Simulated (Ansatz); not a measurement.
`[GaH2][CH]1BO1` + `[AsH3]` → `[GaH2][AsH2]` + `B1CO1`  (ligand exchange at a Ga–C bond)

Program: Ansatz. Geometries: PBE0-D4/def2-TZVP. ΔE: electronic, gas phase. CCSD(T)/CBS adds triple-zeta CCSD(T) − MP2 to the extrapolated MP2 energy (def2 sets, frozen cores). Functionals use def2-TZVPP. B3LYP here is the variant with VWN-RPA as its local correlation; programs differ in this. For As, Ga outer-core shells are correlated without core-valence functions, which leaves a few kJ/mol of doubt a bond. Scalar relativity is left out up to krypton.

```tsv
level	ΔE (kcal/mol)
LDA (SPW92)	-15.8
B3LYP-D4	-16.5
r2SCANh-D4	-16.8
revPBE	-16.7
r2SCAN0	-17.6
BHLYP	-17.7
CCSD/def2-SVP	-15.6
HF/def2-TZVPP	-18.5
```

(1) What does CCSD(T)/CBS give? (Best estimate.)

(2) What do rigid-rotor, harmonic-oscillator terms from PBE0-D4/def2-TZVP frequencies (298.15 K, 1 bar) make of the CCSD(T)/CBS value? (Best estimate.)

Largest T1 diagnostic among the species: 0.016.

Answers

(1) The calculation gave: -15.9 kcal/mol. The listed levels differ from it by 0.1, -0.6, -0.9, -0.8, -1.7, -1.8, 0.3, -2.6 kcal/mol.

(2) The calculation gave: ΔZPE = +2.4 kcal/mol, ΔH = -13.7 kcal/mol, ΔS = 13 J/(mol·K), ΔG = -14.6 kcal/mol.

From r2SCAN to r2SCAN0 (25 % exact exchange), in def2-TZVPP and without D4, ΔE moves by −1.2 kcal/mol. In def2-TZVPP, CCSD(T) changes the Hartree–Fock value by +2.7 kcal/mol (the triples alone add +0.5 kcal/mol) and MP2 by +2.3 kcal/mol. Leaving LDA and LC-ωPBE aside and taking each functional with its dispersion term where it has one, the values, not all of them listed here, spread over 2.6 kcal/mol, from BHLYP-D4 to B97M-V. LDA lies +0.9 kcal/mol from PBE without D4.
